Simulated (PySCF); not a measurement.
Tin: a sound run and one with changed settings

Sound run: Sn²⁺ [Kr] 4d10 5s2, Sn³⁺ [Kr] 4d10 5s1. Calculation: PySCF 2.14, in cc-pVTZ-PP with ECP28MDF; scalar relativity through the core potential. The sound run starts from symmetry-adapted Hartree-Fock orbitals and uses a fine grid where one is needed.

Changed run: 14 angular points. This setting is unsound on purpose.

```json
{"species": "Sn²⁺", "method": "UHF", "sound run (hartree)": "-212.58327", "changed run (hartree)": "-212.58327", "converged": "yes"}
{"species": "Sn²⁺", "method": "PBE0", "sound run (hartree)": "-213.46625", "changed run (hartree)": "-213.46625", "converged": "yes"}
{"species": "Sn²⁺", "method": "PBE", "sound run (hartree)": "-213.45973", "changed run (hartree)": "-213.45973", "converged": "yes"}
{"species": "Sn³⁺", "method": "UHF", "sound run (hartree)": "-211.53456", "changed run (hartree)": "-211.53456", "converged": "yes"}
{"species": "Sn³⁺", "method": "PBE0", "sound run (hartree)": "-212.34827", "changed run (hartree)": "-212.34827", "converged": "yes"}
{"species": "Sn³⁺", "method": "PBE", "sound run (hartree)": "-212.32817", "changed run (hartree)": "-212.32817", "converged": "yes"}
```

Ionisation energy of Sn²⁺:

```
method  sound run (eV)  changed run (eV)
   UHF          28.537            28.537
  PBE0          30.422            30.422
   PBE          30.791            30.791
```

Here the setting changes nothing at the digits shown.

For comparison, NIST gives 30.506 eV between the lowest levels.
